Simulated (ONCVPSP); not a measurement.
**Ba: one change to an ONCV potential, before and after**

- Element: barium
- Generator: ONCVPSP 4.0.1
- Type: optimised norm-conserving Vanderbilt (ONCV)
- Functional: PBE
- Relativity: scalar-relativistic
- Frozen core: [Kr] 4d10
- Valence charge: 10
- Reference configuration: 5s2 5p6 6s2
- Partial waves: 5s+6s: rc 3.05 bohr, ncon 3, nbas 6, qcut 3.6 1/bohr, 2 projectors; 5p: rc 2.70 bohr, ncon 4, nbas 8, qcut 6.3 1/bohr, 2 projectors, debl 2.3 Ha; d scattering state at 0.41 Ha: rc 3.20 bohr, ncon 4, nbas 8, qcut 2.8 1/bohr, 2 projectors, debl 2.5 Ha
- Local potential: polynomial inside 2.15 bohr (lpopt 5, dvloc0 0 Ha)
- Core correction: polynomial model core, fcfact 0.2

In the d channel the program set the typed energies aside and used 0.050, 2.550 Ha.

All-electron outer shells of the reference configuration (PBE, scalar-relativistic, ld1.x):

| shell | level (eV) | outermost node (bohr) | outermost maximum (bohr) |
| --- | --- | --- | --- |
| 5s | -33.67 | 0.80 | 1.47 |
| 5p | -18.74 | 0.86 | 1.67 |
| 6s | -3.23 | 1.97 | 4.16 |

Change: local potential polynomial inside 2.15 bohr (lpopt 5, dvloc0 9 Ha).

Cutoffs: the cutoffs (Ha) at which the residual kinetic energy of the hardest occupied pseudo-wave falls to 1 and 0.1 mHa per electron; they do not see the model core or the augmentation charge, which bear on the density cutoff. Errors are all-electron minus pseudo energies relative to the spin-unpolarised reference configuration.

Task: Predict the effect on cutoff, ghosts and configuration errors.

Result: The potential gets neither clearly harder nor softer (9.3 Ha and 12 Ha → 9.3 Ha and 12 Ha); the errors of the 4 common tests hardly move; the range in which the s phases agree widens (upper end 1.4 → 2.5); neither file shows a bound ghost.

| quantity | base | changed |
| --- | --- | --- |
| cutoff, loose | 9.3 Ha | 9.3 Ha |
| cutoff, tight | 12 Ha | 12 Ha |
| bound ghosts | none | none |
| GHOST(+) flags under 300 eV | d at 119.7 eV | none |
| error for 5s2 5p6 6s1, meV [ΔE 5.36 eV] | -1.0 | -1.1 |
| error for 5s2 5p6 6s0, meV [ΔE 15.34 eV] | -6.7 | -6.9 |
| error for 5s2 5p6 6s1.5, meV [ΔE 2.14 eV] | -0.3 | -0.3 |
| error for 5s1 5p6 6s2, meV [ΔE 38.80 eV] | -367 | -386 |
| s: phases at 3.09 bohr within 0.05 rad from the reference energy up to (Ha; the scan ends near 5) | 1.4 | 2.5 |
| p: phases at 2.74 bohr within 0.05 rad from the reference energy up to (Ha; the scan ends near 5) | 4.5 | to the end of the scan |
| d: phases at 3.24 bohr within 0.05 rad from the reference energy up to (Ha; the scan ends near 5) | 1.1 | 1.1 |
| rms error of d²Exc/dni dnj with the model core, mHa | 2.11 | 2.11 |
